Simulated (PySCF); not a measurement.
These 2 structures share the formula C4H12N2Si. Theory: PySCF, PBE0-D3(BJ)/def2-SVP geometry optimisation, gas phase. Energies are electronic, without zero-point or thermal terms, for one conformer each. No frequencies were run at this level. Point groups hold within 0.08 Å.

Question: Rank from lowest to highest electronic energy at this level (kcal/mol).
A. `[NH2:1][CH2:2][C@H:3]1[CH2:4][CH2:5][NH:6][SiH2:7]1` with H–N1–C2–C3 -54° and 63°, N1–C2–C3–C4 177°, C2–C3–C4–C5 83°, C3–C4–C5–N6 41°, C4–C5–N6–Si7 -25°, C5–N6–Si7–C3 3°
B. `[CH3:1][NH:2][C@@H:3]1[CH2:4][CH2:5][NH:6][SiH2:7]1` with C1–N2–C3–C4 -177°, N2–C3–C4–C5 -167°, C3–C4–C5–N6 42°, C4–C5–N6–Si7 -26°, C5–N6–Si7–C3 4°

Answer: A (0.0), B (7.2).

```csv
SMILES,E (Eh),E rel (kcal/mol),dipole (D),point group,"A, B, C (MHz)"
NC[C@H]1CCN[SiH2]1,-557.94656,0.0,1.27,C1,"3366, 1675, 1320"
CN[C@@H]1CCN[SiH2]1,-557.93502,7.2,0.75,C1,"3881, 1570, 1199"
```

Q: How do the relative energies change in single points at PBE0/pcSseg-1 (no added dispersion term) on the same geometries?

A: 
```json
{"SMILES": "NC[C@H]1CCN[SiH2]1", "PBE0-D3(BJ)/def2-SVP (kcal/mol)": "0.0", "PBE0/pcSseg-1 (kcal/mol)": "0.0", "shift": "0.0"}
{"SMILES": "CN[C@@H]1CCN[SiH2]1", "PBE0-D3(BJ)/def2-SVP (kcal/mol)": "7.2", "PBE0/pcSseg-1 (kcal/mol)": "7.3", "shift": "+0.1"}
```

Each column counts from its own lowest isomer. The order is unchanged; the largest shift is 0.1 kcal/mol.
